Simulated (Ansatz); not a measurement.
The same path of C2H8B2 (12 atoms, charge 0, multiplicity 1) was run twice with different band settings. The coordinate that changes most is the dihedral H5–B1–B2–C3.

Theory: Ansatz 0.2.0, RKS PBE-D4/def2-mTZVP.

Relaxed end points:

```xyz
12
Properties=species:S:1:pos:R:3
B -0.852 1.790 -0.208
B 0.209 0.906 0.664
C 0.653 -0.591 0.508
C 0.029 -1.425 -0.616
H -0.514 2.458 -1.156
H -2.019 1.884 0.087
H 0.736 1.512 1.580
H 0.492 -1.079 1.491
H 1.759 -0.589 0.424
H 0.233 -0.980 -1.602
H 0.415 -2.456 -0.634
H -1.065 -1.486 -0.506
```

```xyz
12
Properties=species:S:1:pos:R:3
B -0.860 1.790 -0.200
B 0.216 0.909 0.656
C 0.655 -0.591 0.505
C 0.032 -1.426 -0.618
H -2.021 1.885 0.117
H -0.540 2.454 -1.157
H 0.758 1.521 1.558
H 0.480 -1.071 1.490
H 1.762 -0.600 0.431
H 0.254 -0.993 -1.605
H 0.405 -2.462 -0.622
H -1.063 -1.471 -0.521
```

Common settings: spring 5.0 eV/Å²; optimiser quadratic models (default); start path through a guess of the saddle point; force threshold 0.05 eV/Å; iteration limit 60; end points relaxed.

| run | movable images | climbing image |
| --- | --- | --- |
| 1 | 9 | yes |
| 2 | 4 | no |

(1) What does each run give, and how far can it be trusted?

Results:

(1) Run 1: converged after 8 iterations, highest image 0.635 eV above the first end. A vibrational analysis at the climbing image gives one clearly imaginary mode, 476i cm⁻¹, and a faint second one (28i cm⁻¹) that may be numerical noise or a soft torsion: probably a first-order saddle point.
Run 2: converged after 7 iterations, highest image 0.572 eV above the first end. No image climbed, so the highest image needn't sit at the top of the path.
